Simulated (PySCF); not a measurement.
Species: CH₅NOSi.
Atom-mapped SMILES: `[O:1]=[CH:2][NH:3][SiH3:4]` (hydrogens: H5 on C2; H6 on N3; H7, H8, H9 on Si4)

The same species was optimised twice, with GFN2-xTB and with PBE0-D3(BJ)/def2-SVP (PySCF), and the same property calculations (PySCF, gas phase) were run on both structures.

| coordinate | GFN2-xTB | PBE0-D3(BJ)/def2-SVP | change |
| --- | --- | --- | --- |
| Si4–H9 (Å) | 1.457 | 1.488 | +0.031 |
| Si4–H7 (Å) | 1.457 | 1.488 | +0.031 |
| Si4–H8 (Å) | 1.465 | 1.492 | +0.027 |
| C2–N3 (Å) | 1.339 | 1.360 | +0.021 |
| N3–Si4 (Å) | 1.763 | 1.777 | +0.014 |
| C2–H5 (Å) | 1.105 | 1.116 | +0.011 |
| N3–H6 (Å) | 1.006 | 1.014 | +0.008 |
| O1=C2 (Å) | 1.207 | 1.210 | +0.003 |
| C2–N3–Si4 (°) | 114.8 | 118.7 | +3.9 |
| H7–Si4–H9 (°) | 114.1 | 110.8 | -3.3 |
| N3–Si4–H8 (°) | 101.2 | 104.0 | +2.8 |
| N3–Si4–H7 (°) | 108.3 | 111.0 | +2.7 |
| N3–Si4–H9 (°) | 108.3 | 111.0 | +2.7 |
| Si4–N3–H6 (°) | 125.9 | 123.4 | -2.5 |
| H7–Si4–H8 (°) | 112.0 | 109.9 | -2.1 |
| H8–Si4–H9 (°) | 112.0 | 109.9 | -2.1 |
| O1–C2–N3–Si4 (°) | 0 | 0 | 0 |

Rotational constants: A = 13859, B = 4426, C = 3494 MHz (GFN2-xTB) against A = 14202, B = 4043, C = 3270 MHz (PBE0-D3(BJ)/def2-SVP). Point groups within 0.08 Å: Cs and Cs.

On the GFN2-xTB structure: lowest singlet, TDDFT (eV) 5.70 [PBE0/def2-SVPD]; lowest triplet, Tamm–Dancoff (eV) 5.16 [PBE0/def2-SVPD]; isotropic polarisability (au) 50.1 [PBE0/def2-SVPD]; HOMO (eV) -7.91 [PBE0/def2-SVPD]; LUMO (eV) 0.07 [PBE0/def2-SVPD]; dipole (D) 3.36 [PBE0/def2-SVPD]; HOMO (eV) -7.80 [PBE0/pcSseg-1]; LUMO (eV) 0.29 [PBE0/pcSseg-1]; dipole (D) 3.36 [PBE0/pcSseg-1]; GIAO shielding of O1 (ppm) -115.9 [PBE0/pcSseg-1]; GIAO shielding of C2 (ppm) 18.4 [PBE0/pcSseg-1]; GIAO shielding of N3 (ppm) 149.3 [PBE0/pcSseg-1]; GIAO shielding of Si4 (ppm) 416.8 [PBE0/pcSseg-1].

Task: What do these properties become on the PBE0-D3(BJ)/def2-SVP structure?

Result: 
```
                                    property           level  on GFN2-xTB  on PBE0-D3(BJ)/def2-SVP  change
                  lowest singlet, TDDFT (eV)  PBE0/def2-SVPD         5.70                     5.57   -0.13
           lowest triplet, Tamm–Dancoff (eV)  PBE0/def2-SVPD         5.16                     5.03   -0.13
               isotropic polarisability (au)  PBE0/def2-SVPD         50.1                     51.8    +1.7
                                   HOMO (eV)  PBE0/def2-SVPD        -7.91                    -7.95   -0.04
                                   LUMO (eV)  PBE0/def2-SVPD         0.07                    -0.09   -0.16
                                  dipole (D)  PBE0/def2-SVPD         3.36                     3.46   +0.10
energy, GFN2-xTB geometry as zero (kcal/mol)  PBE0/def2-SVPD          0.0                     -1.7    -1.7
                                   HOMO (eV)   PBE0/pcSseg-1        -7.80                    -7.84   -0.04
                                   LUMO (eV)   PBE0/pcSseg-1         0.29                     0.12   -0.17
                                  dipole (D)   PBE0/pcSseg-1         3.36                     3.47   +0.11
energy, GFN2-xTB geometry as zero (kcal/mol)   PBE0/pcSseg-1          0.0                     -1.5    -1.5
                  GIAO shielding of O1 (ppm)   PBE0/pcSseg-1       -115.9                   -129.9   -14.0
                  GIAO shielding of C2 (ppm)   PBE0/pcSseg-1         18.4                     17.1    -1.3
                  GIAO shielding of N3 (ppm)   PBE0/pcSseg-1        149.3                    148.4    -0.9
                 GIAO shielding of Si4 (ppm)   PBE0/pcSseg-1        416.8                    413.0    -3.8
```

The heavy atoms differ by 0.056 Å rms after alignment. Among all bonds Si4–H7 and Si4–H9 change most and about equally (+0.031 Å). Changes are differences of the printed values. Neither structure is proved a minimum here.

Conformer computed: `[O:1]=[CH:2][NH:3][SiH3:4]`: O1–C2–N3–Si4 0°.
